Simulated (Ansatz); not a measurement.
`O=[CH][GaH][F]` + HBr → `[F][GaH][Br]` + `C=O` at 700 K and 1 bar (ligand exchange at a Ga–C bond).

Gas-phase electronic energies from Ansatz, PBE0-D4/def2-TZVP geometries. CBS: MP2 limit from def2 TZ/QZ plus the TZ coupled-cluster correction, frozen cores. This one scheme is used for every species. For Br, Ga outer-core shells are correlated without core-valence functions, which leaves a few kJ/mol of doubt a bond. Scalar relativity is left out up to krypton. One conformer a species, not always the lowest.

```tsv
species	CCSD(T)/CBS energy (Eh)	H − E (kJ/mol)	S (J/(mol·K))
`O=[CH][GaH][F]`	-2138.15893	123.9	405.6
HBr	-2573.91920	36.5	223.7
`[F][GaH][Br]`	-4597.74300	67.4	364.6
`C=O`	-114.39408	97.4	254.3
```

H − E and S are ideal-gas, rigid-rotor, harmonic terms from PBE0-D4/def2-TZVP, for one conformer and one mirror image of each species. 1 Eh = 2625.50 kJ/mol, R = 8.31446 J/(mol·K).

**Question.** By hand: ΔE, ΔH, ΔS and ΔG.

**Answer.** ΔE = (-4597.74300) + (-114.39408) − (-2138.15893) − (-2573.91920) = -0.05895 Eh = -154.8 kJ/mol. Δ(H − E) = 67.4 + 97.4 − 123.9 − 36.5 = 4.4, so ΔH = -150.4 kJ/mol. ΔS = 364.6 + 254.3 − 405.6 − 223.7 = -10.4 J/(mol·K). ΔG = -150.4 − 700 × (-10.4)/1000 = -143.1 kJ/mol.

**Question.** By hand: the equilibrium constant, and the temperature at which ΔG would vanish if ΔH and ΔS stayed fixed.

**Answer.** log₁₀ K = −ΔG/(RT ln 10) = 10.7. ΔG = 0 at ΔH/ΔS = 14462 K, far beyond where these terms or the molecules hold.

The number of gas molecules stays the same, so ΔS is small and ΔH decides. A doubt of 5 kJ/mol in ΔE shifts log₁₀ K by 0.4 here. Other conformers and mirror images would add mixing entropy, several J/(mol·K) or more a flexible species. Modes under 60 cm⁻¹, often nearly free rotors, make the harmonic entropy too high. These are equilibria of isolated gas molecules and say nothing of rates. Largest T1 diagnostic: 0.016 (customary marks: 0.02 for closed shells, 0.045 for open ones).
